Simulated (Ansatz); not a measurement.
Relaxation of BF2H4N (8 atoms, charge 0, multiplicity 1), to a largest force component of 0.03 eV/Å in at most 50 steps.

The calculation used RKS r2SCAN-D4/def2-SVP in Ansatz 0.2.0.

```xyz
8
Properties=species:S:1:pos:R:3:forces:R:3
B -0.120 -0.125 -0.089 0.01 -0.07 -0.42
H -0.101 -0.472 1.061 0.00 -0.07 0.34
F 1.031 0.223 -0.675 0.00 0.00 0.00
N -1.295 -0.206 -0.831 0.00 0.00 0.00
H -2.182 -0.475 -0.427 0.01 0.01 -0.01
H -1.342 0.077 -1.804 -0.01 0.00 0.01
F -0.120 2.071 1.159 -0.04 0.30 0.00
H 0.012 1.291 1.641 0.03 -0.16 0.08
```

Where does it end, and by what steps?

It converged. After 8 steps the energy has fallen by 0.026 eV; F7 moved furthest, 0.24 Å.

```
step  energy less start (eV)  largest force component (eV/Å)  accepted
   0                  0.0000                           0.422       yes
   1                 -0.0160                           0.551       yes
   2                 -0.0219                           0.431       yes
   3                 -0.0238                           0.293       yes
   4                  0.0453                           1.438        no
   5                 -0.0245                           0.195       yes
   6                 -0.0240                           0.056        no
   7                 -0.0251                           0.134       yes
   8                 -0.0255                           0.013       yes
```

```xyz
8
Properties=species:S:1:pos:R:3
B -0.103 -0.145 -0.135
H -0.082 -0.390 1.057
F 1.047 0.141 -0.749
N -1.293 -0.224 -0.849
H -2.184 -0.418 -0.412
H -1.347 -0.017 -1.840
F -0.134 2.169 1.382
H -0.022 1.268 1.583
```

Whether the end is a true minimum wasn't checked by a vibrational analysis.

Time of the run: 26 s on 2 threads of Arm Neoverse N1, on a shared host, peak memory 0.15 GiB.
